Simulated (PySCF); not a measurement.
SbCl5, SMILES [Cl][Sb]([Cl])([Cl])([Cl])[Cl].

Geometry optimised at PBE0-D3(BJ)/def2-SVP. The isomer is the one that the SMILES or the coordinates give; other isomers of the formula were not compared. The def2 effective core potentials stand for the cores of Sb; spin–orbit coupling is left out.

Two levels are set side by side: TDA-PBE/def2-SVPD (PySCF) and TDA-ωB97X/def2-SVPD (PySCF). Vertical, same geometry. The lowest singlet is HOMO→LUMO 100 % with PBE and HOMO→LUMO 96 % with the other functional; states are paired by order. Differences are taken from unrounded values.

```csv
quantity,TDA-PBE
lowest singlet excitation (eV),2.33
lowest triplet excitation (TDA) (eV),2.08
```

Problem. These are the TDA-PBE values. What does TDA-ωB97X give? (An estimate is asked for; the answer gives what the named calculation found.)

Solution. 
```tsv
quantity	TDA-ωB97X	TDA-PBE minus TDA-ωB97X
lowest singlet excitation (eV)	3.76	-1.42
lowest triplet excitation (TDA) (eV)	3.38	-1.30
```

A lower first singlet is the usual sign of a functional without exact exchange. Differences between two approximate levels are no errors against the true value.

Rough cost on one machine, each run with all the roots and properties that it gave: TDA-ωB97X against TDA-PBE about 5 times.
